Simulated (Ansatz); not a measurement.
```yaml
crystal:
  periodic: [false, false, false]
  atoms:
    - {symbol: O, position_ang: [-0.493116, -1.838718, 0.431184]}
    - {symbol: Mo, position_ang: [0.114344, -0.131968, 0.069562]}
    - {symbol: O, position_ang: [0.888942, 0.247104, 1.710989]}
    - {symbol: O, position_ang: [1.089866, 1.147171, -0.887087]}
    - {symbol: O, position_ang: [-1.141791, -0.065648, -1.353454]}
    - {symbol: O, position_ang: [-1.228425, 0.931798, 0.948153]}
    - {symbol: F, position_ang: [1.629171, -1.181567, -0.517317]}
    - {symbol: H, position_ang: [-0.011332, -2.596706, 0.083056]}
    - {symbol: H, position_ang: [0.458577, 0.844871, 2.331401]}
    - {symbol: H, position_ang: [1.897838, 0.846384, -1.315762]}
    - {symbol: H, position_ang: [-1.094732, 0.731009, -1.892368]}
    - {symbol: H, position_ang: [-2.032441, 1.011071, 0.425644]}
basis:
  gaussian: {orbitals: "6-311G**"}
hamiltonian: {xc: {name: r2SCANh}, dispersion: d3bj}
output: {forces: true}
```

```sh
$ ansatz run in.yaml --threads 2 --pin off --events-out ev --progress --plain --max-ram 32768MiB --backend cpu
```

Question: How does Ansatz answer? (Best estimate.)

Answer: Ansatz gave: The input was rejected before any iteration.
```
Error: <dir> can't be read: No such file or directory (os error 2)
```
